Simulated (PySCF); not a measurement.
The complex [Fe(SH)4]2- (charge -2) contains Fe(II), shell d6. The structure is a model geometry with rigid ligands and bond lengths from ionic radii, not a minimum; coordination tetrahedral, point group S4, metal–donor distances 2.40 Å.

```
9

Fe    0.000    0.000    0.000
S     1.386    1.386    1.386
H     0.597    2.463    1.530
S    -1.386   -1.386    1.386
H    -0.597   -2.463    1.530
S    -1.386    1.386   -1.386
H    -2.463    0.597   -1.530
S     1.386   -1.386   -1.386
H     2.463   -0.597   -1.530
```

Method (PySCF 2.14, density fitting): CASSCF(6,5) with orbitals averaged over all microstates of the shell, strongly contracted NEVPT2 on the averaged canonical orbitals; basis x2c-TZVPall on the metal, x2c-SVPall elsewhere; spin-free X2C; IEF-PCM water; spin-orbit coupling by state interaction with the mean-field operator over all roots.

Which term lies lowest, and with what spin?

5B (from 5E) (S = 2, orbital degeneracy 1), with 3.0 electrons in the lower (e-type) set and 3.0 in the upper (t2-type) set, by NEVPT2.

List the excited states of the same spin.

By NEVPT2: 5A (from 5E) at 2784 cm⁻¹; 5E (from 5T2) at 4582 cm⁻¹; 5B (from 5T2) at 5894 cm⁻¹. The strongest, at 4582 cm⁻¹, has f = 1.3e-04.

Which is the lowest state of another spin?

3A (from 3T1) at 17918 cm⁻¹ by NEVPT2; CASSCF alone puts it at 19966 cm⁻¹ above the same ground state.

Give the fitted ligand-field and repulsion parameters.

At CASSCF level (the NEVPT2 levels don't fit a ligand-field model well): orbital energies 0, 1858, 3552, 3552, 4327 cm⁻¹; 10Dq = 2881 cm⁻¹ (difference of the means of the two sets); B = 1088 cm⁻¹; C = 4072 cm⁻¹; B over its free-ion value at the same level 0.921; rms of the fit 118 cm⁻¹; ζ = 390 cm⁻¹ (free ion 412).

What magnetic behaviour follows?

The ground multiplet follows a spin Hamiltonian with S = 2, g = 2.042, 2.042, 2.125, D = -6.42 cm⁻¹, E/|D| = 0.00 (spin-orbit part alone); the lowest levels hold 100 % of the spin-free ground state. μeff is 5.11 μB at 300 K and 4.82 μB at 10 K; the spin-only value is 4.90 μB.

NEVPT2 lifts 5B (from 5T2) from 4038 to 5894 cm⁻¹; on the d shell alone such lifts tend to overshoot. Gaps between spin states lean to high spin in this active space.

The job took 13 s on one thread of Intel Xeon Platinum 8488C (shared host), with 140 basis functions, launched as `OMP_NUM_THREADS=1 python lf_run.py task.json out`.
